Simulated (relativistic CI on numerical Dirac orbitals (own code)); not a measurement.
Computed by Dirac-Coulomb-Breit CI, KLI orbitals optimised for each configuration, QED by a radiative potential, valence Slater integrals scaled by 0.85, P86 correlation energy added to each configuration (own radial code, finite nucleus).

Configurations in the expansion (outside the closed core [Kr]): 4d10.5s, 4d10.5p, 4d10.5d, 4d10.6s, 4d9.5s2, 4d10.6p, 4d10.4f, 4d10.7s, 4d10.6d, 4d10.7p, 4d10.5f, 4d9.5s.4f, 4d10.5g, 4d9.5s.5p, 4d10.8s, 4d10.7d, 4d10.8p, 4d10.9s, 4d10.9p, 4d9.5s.6p. Double excitations out of closed p, d and f shells are left out; levels of such configurations are missing from the list, as are those of other unlisted configurations, and high levels can miss mixing partners.

Correlation outside the listed configurations is missing or only estimated: errors of thousands of cm⁻¹ between configurations and terms are usual at this charge. Rates and lifetimes follow the computed energies and can be off by large factors. The fine structure of a lone outer electron comes out too small, for d and f at times inverted, and misplaced configurations move strength between like terms. 17 of the 17 excited levels that our extract of the measured tables holds in this range could be paired (the sources list more); they are missed by 6317 cm⁻¹ on average and 8175 at most, and levels without a partner can miss by more.

Outline of the computed level scheme of In III. Lowest level of each configuration: 4d10.5s 2S_1/2 at 0.0000 eV; 4d10.5p 2P°_1/2 at 6.7711 eV; 4d10.6s 2S_1/2 at 14.9342 eV; 4d10.5d 2D_5/2 at 14.9851 eV; 4d9.5s2 2D_5/2 at 15.3423 eV; 4d10.6p 2P°_1/2 at 17.0924 eV; 4d10.4f 2F°_7/2 at 19.5277 eV; 4d9.5s.5p 4P°_5/2 at 20.0145 eV; 4d10.7s 2S_1/2 at 20.1161 eV.

Some strong electric-dipole decays among the lowest 30 levels: 4d9.5s.5p 2P°_3/2 → 4d10.5s 2S_1/2 (4.4e+09 s⁻¹); 4d9.5s.5p 2P°_1/2 → 4d10.5s 2S_1/2 (3.5e+09 s⁻¹); 4d9.5s.5p 4D°_1/2 → 4d10.5s 2S_1/2 (2.0e+09 s⁻¹); 4d10.5d 2D_3/2 → 4d10.5p 2P°_1/2 (1.6e+09 s⁻¹); 4d10.5d 2D_5/2 → 4d10.5p 2P°_3/2 (1.1e+09 s⁻¹); 4d10.6s 2S_1/2 → 4d10.5p 2P°_3/2 (8.9e+08 s⁻¹); 4d10.5p 2P°_3/2 → 4d10.5s 2S_1/2 (7.9e+08 s⁻¹); 4d10.4f 2F°_5/2 → 4d10.5d 2D_3/2 (7.5e+08 s⁻¹).

Rates of lines that live on the mixing of spin multiplicities can be off by large factors.

LS names give the leading component of a level, which can be under half, so a name can repeat, a term be missing and a line seem to break the LS rules.
